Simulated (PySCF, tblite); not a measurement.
Parent: `[CH2:1]=[CH:2][SiH2:3][Si@H:4]([CH3:5])[PH2:6]` with C1–C2–Si3–Si4 97°, C2–Si3–Si4–C5 60°, Si3–Si4–P6–H 44° and -48°, C3H11PSi2.

Structures optimised with GFN2-xTB, isolated species. One conformer each, not checked by frequencies here.

| coordinate of the parent | value |
| --- | --- |
| C1=C2 | 1.324 Å |
| C2–Si3 | 1.886 Å |
| Si3–Si4 | 2.342 Å |
| Si4–C5 | 1.909 Å |
| Si4–P6 | 2.256 Å |
| C1–C2–Si3 | 124.7° |
| C2–Si3–Si4 | 107.8° |
| Si3–Si4–C5 | 111.4° |
| Si3–Si4–P6 | 114.4° |
| C5–Si4–P6 | 105.4° |

Task: How does the shared frame change in `[CH2:1]=[CH:2][SiH2:3][Si@:4]([CH3:5])([PH2:6])[CH:7]([F:8])[F:9]` with C1–C2–Si3–Si4 -85°, C2–Si3–Si4–C5 -43°, Si3–Si4–P6–H 54° and -38°, Si3–Si4–C7–F8 -63°, C4H11F2PSi2? Atoms pair as C1 = C1, C2 = C2, Si3 = Si3, Si4 = Si4, C5 = C5, P6 = P6 (parent first).

Result: 
| parent | relative | value in the relative | change |
| --- | --- | --- | --- |
| C1=C2 | C1=C2 | 1.325 Å | +0.001 |
| C2–Si3 | C2–Si3 | 1.884 Å | -0.002 |
| Si3–Si4 | Si3–Si4 | 2.357 Å | +0.015 |
| Si4–C5 | Si4–C5 | 1.913 Å | +0.004 |
| Si4–P6 | Si4–P6 | 2.260 Å | +0.004 |
| C1–C2–Si3 | C1–C2–Si3 | 124.1° | -0.6 |
| C2–Si3–Si4 | C2–Si3–Si4 | 109.5° | +1.7 |
| Si3–Si4–C5 | Si3–Si4–C5 | 116.3° | +4.9 |
| Si3–Si4–P6 | Si3–Si4–P6 | 121.5° | +7.1 |
| C5–Si4–P6 | C5–Si4–P6 | 105.8° | +0.4 |

Of the parent's bonds, Si3–Si4 changes most (+0.015 Å). Bonds of the relative outside the shared frame: Si4–C7 1.958, C7–F8 1.364, C7–F9 1.366 Å. Point group C1 → C1.

Task: How does the shared frame change in `[CH2:1]=[CH:2][SiH2:3][Si@:4]([CH3:5])([PH2:6])[CH:7]([Cl:8])[Cl:9]` with C1–C2–Si3–Si4 110°, C2–Si3–Si4–C5 54°, Si3–Si4–P6–H -35° and 58°, Si3–Si4–C7–Cl8 65°, C4H11Cl2PSi2? Atoms pair as C1 = C1, C2 = C2, Si3 = Si3, Si4 = Si4, C5 = C5, P6 = P6 (parent first).

Result: 
```csv
parent,relative,value in the relative,change
C1=C2,C1=C2,1.324 Å,0.000
C2–Si3,C2–Si3,1.885 Å,-0.001
Si3–Si4,Si3–Si4,2.354 Å,+0.012
Si4–C5,Si4–C5,1.913 Å,+0.004
Si4–P6,Si4–P6,2.261 Å,+0.005
C1–C2–Si3,C1–C2–Si3,125.3°,+0.6
C2–Si3–Si4,C2–Si3–Si4,106.4°,-1.4
Si3–Si4–C5,Si3–Si4–C5,114.4°,+3.0
Si3–Si4–P6,Si3–Si4–P6,121.6°,+7.2
C5–Si4–P6,C5–Si4–P6,105.7°,+0.3
```

Of the parent's bonds, Si3–Si4 changes most (+0.012 Å). Bonds of the relative outside the shared frame: Si4–C7 1.947, C7–Cl8 1.776, C7–Cl9 1.773 Å. Point group C1 → C1.

All values are computed, not measured.
